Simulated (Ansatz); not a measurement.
CH8BNSi can be A, `B[SiH2]CN`, or B, `CNB[SiH3]`.

Isolated molecules relaxed with PBE0-D4/def2-TZVP in Ansatz; ΔE leaves out vibrations. CCSD(T)/CBS adds triple-zeta CCSD(T) − MP2 to the extrapolated MP2 energy (def2 sets, frozen cores). DFT in def2-TZVPP. B3LYP here is the variant with VWN-RPA as its local correlation; programs differ in this. One conformer a species, not always the lowest.

**Question.** Which isomer does CCSD(T)/CBS put lower? Give the gap. (Best estimate.)

**Answer.** The calculation gave: B, by 183.1 kJ/mol.

**Question.** Give E(B) − E(A) in kJ/mol with CCSD(T)/def2-SVP, CCSD/def2-TZVPP, PBE0-D4, B3LYP, HF/def2-TZVPP, B3LYP-D4, BLYP-D4. (Estimate.)

**Answer.** Ansatz gave: CCSD(T)/def2-SVP -209.9, CCSD/def2-TZVPP -182.8, PBE0-D4 -186.7, B3LYP -189.7, HF/def2-TZVPP -174.8, B3LYP-D4 -188.5, BLYP-D4 -190.2. None reverses the order clearly.

**Question.** Does the order hold for the free energy at 298.15 K (harmonic terms from PBE0-D4)? (Best estimate.)

**Answer.** The calculation gave: Yes: G(B) − G(A) = -174.6 kJ/mol, for one conformer each.

Largest T1 diagnostic: 0.014.

From BLYP to BHLYP (50 % exact exchange), in def2-TZVPP and without D4, E(B) − E(A) moves by +5.6 kJ/mol. At CCSD(T), def2-SVP lies −26.8 kJ/mol from the extrapolated value and def2-TZVPP −2.7 kJ/mol.
